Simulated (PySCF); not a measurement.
**Multinuclear NMR of C5H10F2O2**

Numbering as in the mapped SMILES `[CH3:1][CH2:2][O:3][CH2:4][C:5]([F:6])([F:7])[O:8][CH3:9]`; H(Xn) means a hydrogen on atom n.

Method: NMR shieldings at PBE0/pcSseg-1/GIAO, geometry: GFN2-xTB, in PySCF 2.14 (gas phase, non-relativistic Hamiltonian, single conformer, averaged over atoms made equivalent by symmetry, fast rotation or ring inversion).

**Question.** What are the ¹⁹F shifts?

**Answer.** 
```csv
atoms,environment,σ (ppm),δ (ppm)
F6/F7,fluorine of a CF2 group,273.5,-86.2
```

Shieldings were converted by a linear fit to measured shifts: ¹⁹F (scatter 6.0 ppm rms, 7.0 ppm with the 5 outliers that the fit left out vs CFCl3, solution or neat liquid, with a term for F on sp3 carbon). Occasional misses reach two or three times the rms, and more in compound classes unlike the fitted ones.

On a 500 MHz spectrometer ¹⁹F resonates near 470.5 MHz, so 1 ppm is 470.5 Hz.

**Question.** Predict the ¹⁷O NMR data.

**Answer.** 
```tsv
atoms	environment	σ (ppm)	δ (ppm)
O8	ether oxygen	247.3	41.5
O3	ether oxygen	294.8	-1.9
```

Shieldings were converted by a linear fit to measured shifts: ¹⁷O: δ = 266.70 − 0.911σ (rms 10.7 ppm, 155 shifts, 12.2 ppm with the 3 outliers that the fit left out vs liquid water, solution or neat liquid). A few per cent of atoms miss by over 2 rms, more outside the fitted compound classes.

On a 500 MHz spectrometer ¹⁷O resonates near 67.8 MHz, so 1 ppm is 67.8 Hz.
